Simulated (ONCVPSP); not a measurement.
## osmium: ONCV pseudisation with PBEsol, scalar-relativistic reference atom.

osmium (Os), optimised norm-conserving Vanderbilt (ONCV), made with ONCVPSP 4.0.1 (PBEsol, scalar-relativistic). Core [Kr] 4d10, reference 4f14 5s2 5p6 5d6 (charge +2). Waves: 5s: rc 1.15 bohr, ncon 4, nbas 8, qcut 6.4 1/bohr, 2 projectors, debl 3.4 Ha; 5p: rc 1.50 bohr, ncon 3, nbas 7, qcut 8.7 1/bohr, 2 projectors, debl 3.4 Ha; 5d: rc 1.65 bohr, ncon 3, nbas 6, qcut 6.6 1/bohr, 3 projectors, debl 1.9 Ha; 4f: rc 0.70 bohr, ncon 5, nbas 9, qcut 21.6 1/bohr, local. Local part: the f channel. Core correction: polynomial model core, fcfact 0.55.

In the s channel the program set the typed energies aside and used -3.997, 0.250 Ha.

Calculated quality:

- Cutoffs needed: 456 Ha and 686 Ha (the cutoffs (Ha) at which the residual kinetic energy of the hardest occupied pseudo-wave falls to 1 and 0.1 mHa per electron)
- Ghost test: ghosts flagged at negative energy: s at -1302.2 eV, p at -744.6 eV, d at -79.0 eV; GHOST(+) flagged for s at 205.8 eV; a true bound ghost makes a file unfit for plane-wave use
- Largest excitation error: -20 meV (all-electron minus pseudo) for 4f14 5s2 5p6 5d4, out of 4 test configurations
- rms error of d²Exc/dni dnj: 6.78 mHa without and 1.10 mHa with the model core

Generation and tests took about 5.3 s on one core of a shared server CPU.
